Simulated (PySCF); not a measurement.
H6PSi, SMILES [SiH3][PH3+], charge +1. Heavy atoms are numbered as in [SiH3:1][PH3+:2]. Hydrogens are named by the atom that carries them.

The structure is a stationary point at B3LYP-D3(BJ)/def2-TZVP. The isomer is the one that the SMILES or the coordinates give; other isomers of the formula were not compared.

The numbers are results of PBE/pcSseg-2 (PySCF), not measurements.

GIAO shieldings, no solvent; atoms alike by connectivity are averaged. δ = σ(ref) − σ: ²⁹Si against TMS (σ = 324.1 ppm); ³¹P against PH3 (σ = 572.3 ppm); ¹H against TMS (σ = 31.47 ppm), references at their B3LYP-D3(BJ)/def2-TZVP geometries, non-relativistic.

```csv
nucleus,atoms,count,δ (ppm)
²⁹Si,Si1 (SiH3),1,-80.7
³¹P,P2 (PH3),1,121.3
¹H,H on P2,3,5.36
¹H,H on Si1,3,5.08
```
